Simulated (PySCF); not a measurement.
# K: ionisation energy

K [Ar] 4s1 (2S) → K⁺ [Ar] (1S), as a difference of total energies. Computed with PySCF 2.14 in Sapporo-DKH3-DZP-2012, with scalar relativity by spin-free X2C-1e. The calculations carry no spin-orbit coupling.

| method | ionisation energy (eV) |
| --- | --- |
| UHF | 4.023 |
| M06-2X | 4.304 |
| r2SCAN | 4.260 |

For comparison: 4.341 eV (measured; NIST Atomic Spectra Database, ionization energies).
